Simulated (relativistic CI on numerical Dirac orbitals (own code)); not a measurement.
**Spin-allowed bands of a d8 ion in a tetrahedral site, by hand**

Problem. Take Δ = 4350 cm⁻¹ and B = 680 cm⁻¹ for a d8 ion in a tetrahedral site. Calculate the three spin-allowed bands.

Working.
1. The terms of highest spin are 3F (energy 0) and 3P (15B = 10200 cm⁻¹). Here the F term splits into A2 at +1.2Δ = 5220, T2 at +0.2Δ = 870 and T1 at −0.6Δ = -2610 cm⁻¹.
2. The two T1 states mix through the element 0.4Δ: H = [[-2610, 1740], [1740, 10200]], with roots ½(H₁₁ + H₂₂) ∓ ½√[(H₂₂ − H₁₁)² + 4H₁₂²] = ½(7590) ∓ ½(13274) = -2842 and 10432 cm⁻¹.
3. The ground term is 3T1 at -2842 cm⁻¹.
4. Bands: 3T2 3712 cm⁻¹ (2694 nm), 3A2 8062 cm⁻¹ (1240 nm), 3T1(P) 13274 cm⁻¹ (753 nm).

Check. Exact diagonalisation of the whole d8 shell with these parameters gives 3T2 3712, 3A2 8062, 3T1 13274 cm⁻¹. The match is exact, since without spin-orbit coupling no other term has this spin. The ratio of the second band to the first, 2.172, depends on Δ/B = 6.4 alone, which is how a Tanabe-Sugano diagram is read.
